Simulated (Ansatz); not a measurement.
Consider the substitution at a C–C bond: `CCB(O)O` + `[OH][Sn]([OH])([F])[Cl]` → `C[O][Sn]([OH])([F])[Cl]` + `CB(O)O`.

Calculated with Ansatz (gas phase, PBE0-D4/def2-TZVP geometries, no zero-point term in ΔE). CCSD(T)/CBS is the MP2 limit (def2-TZVPP, def2-QZVPP) plus CCSD(T) − MP2 in def2-TZVPP, frozen cores. This one scheme is used for every species. DFT in def2-TZVPP. B3LYP here is the variant with VWN-RPA as its local correlation; programs differ in this. Elements past krypton have def2 core potentials. For Sn outer-core shells are correlated without core-valence functions, which leaves a few kJ/mol of doubt a bond. One conformer a species, not always the lowest.

`CCB(O)O`:

```xyz
12

C     1.147   -0.926    0.414
C    -0.347   -0.675    0.247
B    -0.747    0.738   -0.323
O     0.159    1.710   -0.653
O    -2.067    1.023   -0.504
H     1.354   -1.921    0.812
H     1.678   -0.851   -0.541
H     1.603   -0.208    1.104
H    -0.862   -0.805    1.206
H    -0.789   -1.436   -0.406
H     1.068    1.442   -0.501
H    -2.198    1.909   -0.855
```

`[OH][Sn]([OH])([F])[Cl]`:

Z-matrix (Å, degrees):
```
Sn
O 1 1.927
F 1 1.904 2 110.9
O 1 1.934 2 108.9 3 116.5
Cl 1 2.280 2 109.2 3 -117.2
H 2 0.962 1 112.1 3 -90.9
H 4 0.962 1 113.0 2 -149.3
```

`C[O][Sn]([OH])([F])[Cl]`:

Z-matrix (Å, degrees):
```
C
O 1 1.418
H 1 1.095 2 111.9
H 1 1.095 2 112.0 3 122.6
H 1 1.092 2 107.1 3 -118.8
Sn 2 1.931 1 121.6 3 -62.5
F 6 1.903 2 108.1 1 59.4
O 6 1.927 2 108.3 1 178.1
Cl 6 2.286 2 113.7 1 -57.7
H 8 0.962 6 112.0 2 -15.6
```

`CB(O)O`:

```xyz
9

C    -0.339   -1.167   -0.259
B     0.095    0.306    0.045
O     1.369    0.532    0.498
O    -0.822    1.309   -0.133
H     0.505   -1.784   -0.571
H    -0.748   -1.620    0.650
H    -1.122   -1.213   -1.018
H     1.583    1.446    0.697
H    -0.521    2.192    0.091
```

| level | ΔE (kJ/mol) | difference from CCSD(T)/CBS |
| --- | --- | --- |
| PBE-D4 | 57.1 | -3.1 |
| r2SCAN-D4 | 58.2 | -2.0 |
| PBE0-D4 | 60.7 | 0.5 |
| B3LYP-D4 | 52.7 | -7.5 |
| ωB97X-V | 57.3 | -2.9 |
| ωB97M-V | 60.2 | 0.0 |
| B2PLYP | 55.8 | -4.4 |
| PBE | 56.9 | -3.3 |
| r2SCAN | 58.2 | -2.0 |
| PBE0 | 60.7 | 0.5 |
| B3LYP | 52.4 | -7.8 |
| HF/def2-TZVPP | 51.0 | -9.2 |
| MP2/def2-TZVPP | 63.7 | 3.5 |
| SCS-MP2/def2-TZVPP | 59.0 | -1.2 |
| CCSD/def2-TZVPP | 59.5 | -0.7 |
| CCSD(T)/def2-TZVPP | 59.5 | -0.7 |
| HF/def2-QZVPP | 50.4 | -9.8 |
| MP2/def2-QZVPP | 63.9 | 3.7 |
| SCS-MP2/def2-QZVPP | 59.4 | -0.8 |
| HF/CBS(def2) | 50.4 | -9.8 |
| MP2/CBS(def2) | 64.3 | 4.1 |
| CCSD/CBS(def2) | 60.2 | 0.0 |
| CCSD(T)/CBS | 60.2 | 0 |

Largest T1 diagnostic among the species: 0.014.

In def2-TZVPP, CCSD(T) changes the Hartree–Fock value by +8.5 kJ/mol (the triples alone add −0.0 kJ/mol) and MP2 by +12.7 kJ/mol. From PBE to PBE0 (25 % exact exchange), in def2-TZVPP and without D4, ΔE moves by +3.7 kJ/mol.
